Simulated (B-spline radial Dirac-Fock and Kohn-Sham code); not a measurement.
Re: input and output of one calculation

ΔSCF core binding energies without Breit or QED terms, calculated with a radial B-spline solver.

Input (task.json):

```json
{"items": [{"Z": 75, "q": 0, "cfg": [[1, 0, 2], [2, 0, 2], [2, 1, 6], [3, 0, 2], [3, 1, 6], [3, 2, 10], [4, 0, 2], [4, 1, 6], [4, 2, 10], [4, 3, 14], [5, 0, 2], [5, 1, 6], [5, 2, 5], [6, 0, 2]], "A": 187, "rrms": 5.3698, "do": "settings", "holes": ["K", "L3", "M5"],
  "settings": [{"rel": "dirac", "method": "hf", "nuc": "fermi", "radius_factor": 1.0, "rmax": 60.0, "h": 0.3, "order": 8, "points": 10, "c_factor": 1.0, "maxit": 60, "damp": 0.5, "ndamp": 3, "tol": 1e-08}]}]}
```

Command: `python xray2_run.py task.json out`

Ground-state iterations:

```
iter   energy (Ha)        error
   1   -16706.17685228  2.17e+00
   2   -16706.24585718  2.61e-01
   3   -16707.55670595  5.70e-02
   4   -16707.58272720  7.83e-03
   5   -16707.58308386  3.90e-03
   6   -16707.58320558  2.71e-03
   7   -16707.58329416  1.11e-04
   8   -16707.58329484  8.93e-05
   9   -16707.58329506  1.02e-05
  10   -16707.58329507  4.41e-06
  11   -16707.58329507  4.52e-07
```

The ground state converged in 11 iterations, with total energy -16707.58330 Ha, virial ratio 1.88497 and highest orbital energy -7.57 eV. ΔSCF binding energies: K (1s) 72047.4 eV, L3 (2p3/2) 10574.1 eV, M5 (3d5/2) 1895.6 eV.
